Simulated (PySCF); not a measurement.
**Working out the excitation energy of Ar⁺**

Ar⁺ [Ne] 3s2 3p5 (2P) → Ar⁺ [Ne] 3s1 3p5 3d1 (high-spin determinant). Computed with PySCF 2.14 in aug-cc-pVDZ-DK, with the spin-free X2C one-electron Hamiltonian (Gaussian nucleus). Frozen: [Ne]. Energies in hartree (1 hartree = 27.21139 eV):

```csv
part,Ar⁺ (lower),Ar⁺ (upper)
UHF,-528.068232,-526.757059
MP2 opposite-spin,-0.088654,-0.108465
MP2 same-spin,-0.029914,-0.024159
```

Task: What does Hartree-Fock give?

Result: (-526.757059) − (-528.068232) = 1.311173 hartree = 35.679 eV.

Task: What do MP2 and SCS-MP2 (6/5 opposite-spin, 1/3 same-spin) give?

Result: The opposite-spin parts differ by -0.539 eV and the same-spin parts by 0.157 eV. MP2: 35.679 + (-0.539) + (0.157) = 35.297 eV. SCS-MP2: 35.679 + 1.2 × (-0.539) + (0.157)/3 = 35.085 eV.

One determinant mixes LS terms, so it does not stand for a single term.

The upper state lies above the first ionisation limit, where it may autoionise and the basis confines it.

A double-zeta basis recovers only part of the correlation energy.
